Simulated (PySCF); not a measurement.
A structure optimised at B3LYP-D3(BJ)/def2-SVP, used in a PySCF frequency run:

```xyz
13

C      1.6378    -0.0636     1.3659
C      1.2684     0.5545     0.2433
C     -0.0892     0.4672    -0.4061
F      0.1050     0.4637    -1.7909
C     -0.8821    -0.7470    -0.0263
C     -2.0030    -0.7158     0.6956
H      0.9545    -0.7234     1.9084
H      2.6368     0.0776     1.7860
H      1.9635     1.2184    -0.2840
H     -0.6657     1.3815    -0.1685
H     -0.4604    -1.6980    -0.3710
H     -2.4303     0.2298     1.0456
H     -2.5357    -1.6308     0.9678
```
Charge 0, spin multiplicity 1.

Problem. Write its SMILES and formula.

Solution. C=CC(F)C=C, C5H7F

Problem. What are its rotational constants (standard atomic weights)?

Solution. 4.1992, 3.1879, 1.9705 GHz
